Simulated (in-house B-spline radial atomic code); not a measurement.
A run on Al- that did not converge. Method: non-relativistic wB97X, spin-polarised, spherical fractional occupations, exact exchange averaged over the configuration, point nucleus; computed with a B-spline radial code for spherical atoms.

Command:
```bash
python run_scf.py task.json out
```
Settings:
```
Z                13
configuration    [Ne] 3s2 3p2
hamiltonian      nr
method           wb97x
spin_polarised   True
exact_exchange   averaged over the configuration
```

First and last ten iterations of the last attempt (damped for 15 steps, keeping 80 % of the old Fock matrix, then DIIS):
```
 iter        energy (Eh)    residual
    1        -241.934704    2.09e-01
    2        -242.280699    6.30e-02
    3        -242.325495    4.34e-02
    4        -242.347577    2.98e-02
    5        -242.358489    2.04e-02
    6        -242.363905    1.40e-02
    7        -242.366614    9.51e-03
    8        -242.367989    6.46e-03
    9        -242.368703    4.62e-03
   10        -242.369085    4.04e-03
  111        -242.369732    7.00e-06
  112        -242.369732    1.05e-05
  113        -242.369732    8.51e-06
  114        -242.369732    2.46e-05
  115        -242.369732    5.90e-06
  116        -242.369732    2.49e-05
  117        -242.369732    3.01e-05
  118        -242.369732    3.12e-05
  119        -242.369732    1.65e-05
  120        -242.369732    5.21e-06
 not converged after 120 iterations
```

The smallest residual met was 5.1e-06; the threshold is about 1e-07. Over the last five steps the energy moves by less than 1e-08 hartree, but the orbitals didn't meet the threshold. Run time, properties included: 6.7 s on 1 thread of Arm Neoverse V2, with other jobs on the host.
